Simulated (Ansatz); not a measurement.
Program: Ansatz. Geometries: PBE0-D4/def2-TZVP. ΔE: electronic, gas phase. CCSD(T)/CBS is the MP2 limit (def2-TZVPP, def2-QZVPP) plus CCSD(T) − MP2 in def2-TZVPP, frozen cores. This one scheme is used for every species. DFT in def2-TZVPP. B3LYP here is the variant with VWN-RPA as its local correlation; programs differ in this. HSE06 is defined as in plane-wave codes.

Consider the ligand exchange at the Al–Cl bond: `C#[C][Al]([F])[Cl]` + H–F → `C#[C][Al]([F])[F]` + HCl.

```json
{"level": "LDA (SPW92)", "ΔE (kJ/mol)": "-20.7", "difference from CCSD(T)/CBS": "0.0"}
{"level": "PBE-D4", "ΔE (kJ/mol)": "-18.9", "difference from CCSD(T)/CBS": "1.8"}
{"level": "revPBE-D4", "ΔE (kJ/mol)": "-17.9", "difference from CCSD(T)/CBS": "2.8"}
{"level": "r2SCAN-D4", "ΔE (kJ/mol)": "-21.9", "difference from CCSD(T)/CBS": "-1.2"}
{"level": "B97M-V", "ΔE (kJ/mol)": "-24.0", "difference from CCSD(T)/CBS": "-3.3"}
{"level": "PBE0-D4", "ΔE (kJ/mol)": "-15.7", "difference from CCSD(T)/CBS": "5.0"}
{"level": "B3LYP-D4", "ΔE (kJ/mol)": "-24.8", "difference from CCSD(T)/CBS": "-4.1"}
{"level": "r2SCANh-D4", "ΔE (kJ/mol)": "-20.5", "difference from CCSD(T)/CBS": "0.2"}
{"level": "r2SCAN0-D4", "ΔE (kJ/mol)": "-18.8", "difference from CCSD(T)/CBS": "1.9"}
{"level": "HSE06-D4", "ΔE (kJ/mol)": "-15.2", "difference from CCSD(T)/CBS": "5.5"}
{"level": "BHLYP-D4", "ΔE (kJ/mol)": "-22.6", "difference from CCSD(T)/CBS": "-1.9"}
{"level": "CAM-B3LYP-D4", "ΔE (kJ/mol)": "-28.2", "difference from CCSD(T)/CBS": "-7.5"}
{"level": "ωB97X-V", "ΔE (kJ/mol)": "-22.8", "difference from CCSD(T)/CBS": "-2.1"}
{"level": "ωB97M-V", "ΔE (kJ/mol)": "-22.2", "difference from CCSD(T)/CBS": "-1.5"}
{"level": "PBE-QIDH", "ΔE (kJ/mol)": "-17.4", "difference from CCSD(T)/CBS": "3.3"}
{"level": "PBE", "ΔE (kJ/mol)": "-21.2", "difference from CCSD(T)/CBS": "-0.5"}
{"level": "revPBE", "ΔE (kJ/mol)": "-21.1", "difference from CCSD(T)/CBS": "-0.4"}
{"level": "BLYP", "ΔE (kJ/mol)": "-32.1", "difference from CCSD(T)/CBS": "-11.4"}
{"level": "r2SCAN", "ΔE (kJ/mol)": "-22.5", "difference from CCSD(T)/CBS": "-1.8"}
{"level": "PBE0", "ΔE (kJ/mol)": "-17.8", "difference from CCSD(T)/CBS": "2.9"}
{"level": "B3LYP", "ΔE (kJ/mol)": "-28.6", "difference from CCSD(T)/CBS": "-7.9"}
{"level": "r2SCANh", "ΔE (kJ/mol)": "-21.2", "difference from CCSD(T)/CBS": "-0.5"}
{"level": "r2SCAN0", "ΔE (kJ/mol)": "-19.5", "difference from CCSD(T)/CBS": "1.2"}
{"level": "HSE06", "ΔE (kJ/mol)": "-17.2", "difference from CCSD(T)/CBS": "3.5"}
{"level": "BHLYP", "ΔE (kJ/mol)": "-26.6", "difference from CCSD(T)/CBS": "-5.9"}
{"level": "LC-ωPBE", "ΔE (kJ/mol)": "-23.6", "difference from CCSD(T)/CBS": "-2.9"}
{"level": "RPA@PBE/def2-TZVPP", "ΔE (kJ/mol)": "-27.4", "difference from CCSD(T)/CBS": "-6.7"}
{"level": "HF/def2-SVP", "ΔE (kJ/mol)": "-20.9", "difference from CCSD(T)/CBS": "-0.2"}
{"level": "MP2/def2-SVP", "ΔE (kJ/mol)": "-25.8", "difference from CCSD(T)/CBS": "-5.1"}
{"level": "CCSD/def2-SVP", "ΔE (kJ/mol)": "-27.9", "difference from CCSD(T)/CBS": "-7.2"}
{"level": "CCSD(T)/def2-SVP", "ΔE (kJ/mol)": "-27.2", "difference from CCSD(T)/CBS": "-6.5"}
{"level": "HF/def2-TZVPP", "ΔE (kJ/mol)": "-24.2", "difference from CCSD(T)/CBS": "-3.5"}
{"level": "MP2/def2-TZVPP", "ΔE (kJ/mol)": "-20.6", "difference from CCSD(T)/CBS": "0.1"}
{"level": "SCS-MP2/def2-TZVPP", "ΔE (kJ/mol)": "-24.9", "difference from CCSD(T)/CBS": "-4.2"}
{"level": "CCSD/def2-TZVPP", "ΔE (kJ/mol)": "-25.0", "difference from CCSD(T)/CBS": "-4.3"}
{"level": "CCSD(T)/def2-TZVPP", "ΔE (kJ/mol)": "-23.7", "difference from CCSD(T)/CBS": "-3.0"}
{"level": "HF/def2-QZVPP", "ΔE (kJ/mol)": "-26.7", "difference from CCSD(T)/CBS": "-6.0"}
{"level": "MP2/def2-QZVPP", "ΔE (kJ/mol)": "-19.7", "difference from CCSD(T)/CBS": "1.0"}
{"level": "SCS-MP2/def2-QZVPP", "ΔE (kJ/mol)": "-23.8", "difference from CCSD(T)/CBS": "-3.1"}
{"level": "CCSD/CBS(def2)", "ΔE (kJ/mol)": "-22.0", "difference from CCSD(T)/CBS": "-1.3"}
{"level": "CCSD(T)/CBS", "ΔE (kJ/mol)": "-20.7", "difference from CCSD(T)/CBS": "0"}
```

(1) What do rigid-rotor, harmonic-oscillator terms from PBE0-D4/def2-TZVP frequencies (298.15 K, 1 bar) make of the CCSD(T)/CBS value? (Best estimate.)

Largest T1 diagnostic among the species: 0.014.

Answers

(1) Ansatz gave: ΔZPE = -4.4 kJ/mol, ΔH = -25.8 kJ/mol, ΔS = -5 J/(mol·K), ΔG = -24.4 kJ/mol.

The D4 term adds +3.8 kJ/mol with B3LYP and +2.1 kJ/mol with PBE0; it sums over pairs of atoms, weighted by their polarisabilities, and B3LYP, whose exchange is more repulsive, gets the larger term. At CCSD(T), def2-SVP lies −6.5 kJ/mol from the extrapolated value and def2-TZVPP −3.0 kJ/mol.
